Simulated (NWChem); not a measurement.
System: CH₃ClFeN₂, quintet; SMILES [NH]1=C[NH][Fe]<-1[Cl]

Here is an NWChem input.

```
start job
memory heap 200 mb stack 900 mb global 1100 mb
geometry units angstroms
  Fe     0.509939     0.204774     0.401049
  Cl     1.145982    -0.862858    -1.225491
  C     -2.032744     0.465075     0.461076
  N     -1.429007    -0.512988     1.096507
  N     -1.262974     1.380498    -0.081650
  H     -3.129308     0.519781     0.394433
  H     -2.046194    -1.216398     1.479708
  H     -1.754940     2.105154    -0.587015
end
basis spherical
  * library def2-svp
end
dft
  odft
  mult 5
  xc pbe0
  iterations 150
end
driver
  maxiter 120
end
task dft optimize
```

NWChem printed, in part:

```
             Northwest Computational Chemistry Package (NWChem) 7.3.0
             --------------------------------------------------------

 C1  symmetry detected

                             Geometry "geometry" -> ""
                             -------------------------

 Output coordinates in angstroms (scale by  1.889725989 to convert to a.u.)

  No.       Tag          Charge          X              Y              Z
 ---- ---------------- ---------- -------------- -------------- --------------
    1 Fe                  26.0000     0.69008776     0.24318181     0.00134846
    2 Cl                  17.0000    -0.55335703     1.86917695    -0.00110001
    3 C                    6.0000    -0.59641221    -1.96623170    -0.00119349
    4 N                    7.0000    -0.18585836    -1.41123279    -1.11846690
    5 N                    7.0000    -0.19043586    -1.41113380     1.11779988
    6 H                    1.0000    -1.24110121    -2.85744500    -0.00245796
    7 H                    1.0000    -0.53677368    -1.84375347    -1.96246497
    8 H                    1.0000    -0.54480458    -1.84358033     1.96039318

 Effective nuclear repulsion energy (a.u.)     369.1835101111

                                Z-matrix (autoz)
                                --------

 Units are Angstrom for bonds and degrees for angles

      Type          Name      I     J     K     L     M      Value
      ----------- --------  ----- ----- ----- ----- ----- ----------
    1 Stretch                  1     2                       2.04695
    2 Stretch                  1     4                       2.18137
    3 Stretch                  1     5                       2.18141
    4 Stretch                  3     4                       1.31335
    5 Stretch                  3     5                       1.31343
    6 Stretch                  3     6                       1.09995
    7 Stretch                  4     7                       1.01121
    8 Stretch                  5     8                       1.01121
    9 Bend                     1     4     3                90.53362
   10 Bend                     1     4     7               153.15328
   11 Bend                     1     5     3                90.52949
   12 Bend                     1     5     8               153.15516
   13 Bend                     2     1     4               110.97209
   14 Bend                     2     1     5               110.96646
   15 Bend                     3     4     7               114.88541
   16 Bend                     3     5     8               114.88761
   17 Bend                     4     1     5                61.67168
   18 Bend                     4     3     5               116.71480
   19 Bend                     4     3     6               121.64342
   20 Bend                     5     3     6               121.63955
   21 Torsion                  1     4     3     5          -7.18412
   22 Torsion                  1     4     3     6         173.35027
   23 Torsion                  1     5     3     4           7.18397
   24 Torsion                  1     5     3     6        -173.35040
   25 Torsion                  2     1     4     3         -98.83881
   26 Torsion                  2     1     4     7          63.01019
   27 Torsion                  2     1     5     3          98.84826
   28 Torsion                  2     1     5     8         -63.00003
   29 Torsion                  3     4     1     5           4.38229
   30 Torsion                  3     5     1     4          -4.38201
   31 Torsion                  4     1     5     8        -166.23030
   32 Torsion                  4     3     5     8         178.26236
   33 Torsion                  5     1     4     7         166.23129
   34 Torsion                  5     3     4     7        -178.26242
   35 Torsion                  6     3     4     7           2.27197
   36 Torsion                  6     3     5     8          -2.27201

                           NWChem Geometry Optimization
                           ----------------------------

 maximum gradient threshold         (gmax) =   0.000450
 rms gradient threshold             (grms) =   0.000300
 maximum cartesian step threshold   (xmax) =   0.001800
 rms cartesian step threshold       (xrms) =   0.001200
 fixed trust radius                (trust) =   0.300000
 source of zmatrix                         =   autoz

          -------------------
          Energy Minimization
          -------------------

 Using diagonal initial Hessian
 Scaling for Hessian diagonals: bonds = 1.00  angles = 0.25  torsions = 0.10

          --------
          Step   0

                                 NWChem DFT Module
                                 -----------------

[...]

      ----------------------
      Optimization converged
      ----------------------

  Step       Energy      Delta E   Gmax     Grms     Xrms     Xmax
  ---- ---------------- -------- -------- -------- -------- --------
@   17   -1872.45545089 -1.7D-06  0.00017  0.00005  0.00033  0.00069
                                     ok       ok       ok       ok

                                Z-matrix (autoz)
                                --------

 Units are Angstrom for bonds and degrees for angles

      Type          Name      I     J     K     L     M      Value     Gradient
      ----------- --------  ----- ----- ----- ----- ----- ---------- ----------
    1 Stretch                  1     2                       2.17172   -0.00011
    2 Stretch                  1     4                       2.03576   -0.00001
    3 Stretch                  1     5                       2.03578   -0.00006
    4 Stretch                  3     4                       1.31974   -0.00013
    5 Stretch                  3     5                       1.31996    0.00010
    6 Stretch                  3     6                       1.10496    0.00001
    7 Stretch                  4     7                       1.01131   -0.00017
    8 Stretch                  5     8                       1.01144    0.00001
    9 Bend                     1     4     3                89.11131    0.00004
   10 Bend                     1     4     7               152.76686   -0.00003
   11 Bend                     1     5     3                89.10432   -0.00004
   12 Bend                     1     5     8               152.77303    0.00001
   13 Bend                     2     1     4               146.74682   -0.00001
   14 Bend                     2     1     5               146.81250    0.00001
   15 Bend                     3     4     7               118.11789   -0.00002
   16 Bend                     3     5     8               118.11875    0.00003
   17 Bend                     4     1     5                66.43819    0.00000
   18 Bend                     4     3     5               115.34518   -0.00001
   19 Bend                     4     3     6               122.33563    0.00001
   20 Bend                     5     3     6               122.31919   -0.00001
   21 Torsion                  1     4     3     5          -0.29804   -0.00000
   22 Torsion                  1     4     3     6         179.70040    0.00001
   23 Torsion                  1     5     3     4           0.29804    0.00000
   24 Torsion                  1     5     3     6        -179.70040   -0.00001
   25 Torsion                  2     1     4     3        -179.25181    0.00001
   26 Torsion                  2     1     4     7          -0.18467   -0.00000
   27 Torsion                  2     1     5     3         179.25087   -0.00001
   28 Torsion                  2     1     5     8           0.17918    0.00000
   29 Torsion                  3     4     1     5           0.19053    0.00000
   30 Torsion                  3     5     1     4          -0.19050   -0.00000
   31 Torsion                  4     1     5     8        -179.26218    0.00001
   32 Torsion                  4     3     5     8         179.81650   -0.00000
   33 Torsion                  5     1     4     7         179.25767   -0.00001
   34 Torsion                  5     3     4     7        -179.81405    0.00000
   35 Torsion                  6     3     4     7           0.18439    0.00001
   36 Torsion                  6     3     5     8          -0.18194   -0.00001

                         Geometry "geometry" -> "geometry"
                         ---------------------------------

 Output coordinates in angstroms (scale by  1.889725989 to convert to a.u.)

  No.       Tag          Charge          X              Y              Z
 ---- ---------------- ---------- -------------- -------------- --------------
    1 Fe                  26.0000    -0.17494925     0.27568023    -0.00000963
    2 Cl                  17.0000     0.13674021     2.42491291    -0.00040472
    3 C                    6.0000    -0.53772992    -2.10572175    -0.00111923
    4 N                    7.0000    -0.42605572    -1.40833408    -1.11596716
    5 N                    7.0000    -0.43068402    -1.40856134     1.11458914
    6 H                    1.0000    -0.70896393    -3.19733253    -0.00148641
    7 H                    1.0000    -0.50437404    -1.90055291    -1.99592776
    8 H                    1.0000    -0.51263850    -1.90110885     1.99418397

 Effective nuclear repulsion energy (a.u.)     363.1889529271

                Final and change from initial internal coordinates
                --------------------------------------------------

                                Z-matrix (autoz)
                                --------

 Units are Angstrom for bonds and degrees for angles

[...]
```

Level: PBE0/def2-SVP, spin-unrestricted. No frequency run checked for a minimum. The spin multiplicity was typed, not searched, and may not be the lowest.
